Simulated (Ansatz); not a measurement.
Relaxation of a periodic cell of 12 atoms, HCl (contents 6 HCl, density as packed 1.19 g/cm³ with natural masses), to a largest force component of 0.3 eV/Å in at most 15 steps.

These are results of Ansatz, DFT PBE, scalar-relativistic, plane waves, PAW, not measurements. Settings: accuracy low, cutoff 420 eV, k mesh 1x1x1, fermi-dirac smearing 0.02 eV, no spin polarisation.

```xyz
12
Lattice="6.7387 0.0000 0.0000 0.0000 6.7387 0.0000 0.0000 0.0000 6.7387" Properties=species:S:1:pos:R:3
Cl 4.655 1.285 2.122
H 4.432 2.484 1.735
Cl 5.637 2.967 5.867
H 6.093 2.423 4.802
Cl 1.762 0.234 3.897
H 2.120 1.295 3.277
Cl 1.768 4.453 5.754
H 2.045 4.046 4.572
Cl 4.367 5.008 3.274
H 3.706 5.226 2.200
Cl 0.848 1.918 1.263
H 1.199 3.149 1.259
```

Where does it end, and by what steps?

The run converged. The threshold is loose, so the end isn't yet a minimum. The force dipped under the threshold on the way, but the program's further checks kept it going. Limits of this set-up: coarse k mesh, low accuracy level. After 11 steps the energy has fallen by 1.353 eV; H2 moved furthest, 1.68 Å.

```csv
step,energy less start (eV),largest force component (eV/Å),accepted
0,0.0000,0.753,yes
1,-0.3332,0.360,yes
2,-0.5415,0.284,yes
3,-0.7244,0.792,yes
4,-0.9322,0.568,yes
5,-1.0618,0.641,yes
6,-1.1519,0.341,yes
7,-1.2131,0.425,yes
8,-1.2576,0.331,yes
9,-1.2979,0.296,yes
10,-1.3284,0.271,yes
11,-1.3531,0.271,yes
```

```xyz
12
Lattice="6.7387 0.0000 0.0000 0.0000 6.7387 0.0000 0.0000 0.0000 6.7387" Properties=species:S:1:pos:R:3
Cl 4.775 0.509 1.821
H 4.857 1.225 0.712
Cl 5.171 2.440 5.560
H 6.333 1.942 5.196
Cl 1.644 1.084 4.337
H 1.641 1.798 3.240
Cl 2.096 5.135 6.271
H 2.653 4.761 5.144
Cl 3.690 4.302 3.189
H 3.422 5.389 2.525
Cl 0.803 2.524 1.345
H 1.548 3.379 0.680
```

The run took 9.8 s on 1 thread of AMD EPYC 9R14 (Zen 4), on a shared host, peak memory 0.41 GiB.
